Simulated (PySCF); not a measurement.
Vibration and rotation of CaH

PBE0 constants of CaH, ²Σ⁺ (doublet), unpaired electrons σ ↑ (PySCF, spin-free X2C with a Gaussian nucleus, basis sets Ca x2c-TZVPall, H x2c-TZVPall; masses 39.9626 and 1.0078 u):

```
ωe              : 1301.0 cm⁻¹
ωexe            : 19.2 cm⁻¹
Be              : 4.3186 cm⁻¹
αe              : 0.0963 cm⁻¹
D (centrifugal) : 0.000190 cm⁻¹
De to Ca + H    : 1.86 eV
```

(1) Give the vibrational terms G(v) and spacings up to v = 6.

(2) How well does the Morse estimate ωe²/(4ωexe) reproduce De, and what is D0?

The state was picked by a PBE0 search and need not be the measured ground state.

Answers

(1) G(v) = ωe(v+½) − ωexe(v+½)².

| v | G(v) (cm⁻¹) | G(v) − G(v−1) | Bv (cm⁻¹) |
| --- | --- | --- | --- |
| 0 | 646 |  | 4.270 |
| 1 | 1908 | 1263 | 4.174 |
| 2 | 3132 | 1224 | 4.078 |
| 3 | 4318 | 1186 | 3.982 |
| 4 | 5466 | 1147 | 3.885 |
| 5 | 6575 | 1109 | 3.789 |
| 6 | 7645 | 1071 | 3.693 |

(2) It gives 2.73 eV, 147 % of the computed De. D0 = De − G(0) = 1.86 − 0.08 = 1.78 eV.
